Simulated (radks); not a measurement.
Question: Neutral zirconium, configuration [Kr] 4d2 5s2. Method: scalar-relativistic Kohn-Sham, PBE, spin-polarised, spherical densities, point nucleus; open shells are filled with parallel spins first (spin-orbit coupling, left out, can overturn this in heavy ions); computed with a radial shooting solver on a logarithmic mesh with Libxc functionals. Some entries of the table are withheld. Estimate them.

| orbital | occ. | eigenvalue (hartree) | <r^2> (bohr^2) | <r> (bohr) |
|---|---|---|---|---|
| 1s down | 1 | -655.0558 | 0.001853 | 0.03707 |
| 1s up | 1 | -655.0556 | 0.001853 | 0.03707 |
| 2s up | 1 | -90.76146 | 0.03117 | 0.1626 |
| 2s down | 1 | -90.75622 | 0.03117 | 0.1626 |
| 2p up | 3 | -80.93438 | 0.02455 | 0.1417 |
| 2p down | 3 | -80.93056 | 0.02455 | 0.1417 |
| 3s up | 1 | -14.87037 | 0.2410 | 0.4584 |
| 3s down | 1 | -14.86755 | 0.2410 | 0.4585 |
| 3p up | 3 | -11.66918 | 0.2489 | 0.4621 |
| 3p down | 3 | -11.66606 | 0.2489 | 0.4621 |
| 3d up | 5 | -6.41671 | 0.2478 | 0.4526 |
| 3d down | 5 | -6.41184 | 0.2477 | 0.4525 |
| 4s up | 1 | -2.01434 | 1.676 | 1.216 |
| 4s down | 1 | -1.97949 | 1.662 | 1.210 |
| 4p up | 3 | -1.20729 | 2.163 | 1.372 |
| 4p down | 3 | -1.16665 | 2.144 | 1.366 |
| 5s up | 1 | -0.17271 | (1) | (2) |
| 4d up | 2 | -0.14914 | 6.351 | 2.259 |
| 5s down | 1 | -0.14874 | (3) | (4) |
| 4d down | 0 | -0.10651 | 7.213 | 2.378 |

Answer: 
(1) 5s up <r^2> (bohr^2): 15.35
(2) 5s up <r> (bohr): 3.667
(3) 5s down <r^2> (bohr^2): 16.79
(4) 5s down <r> (bohr): 3.828
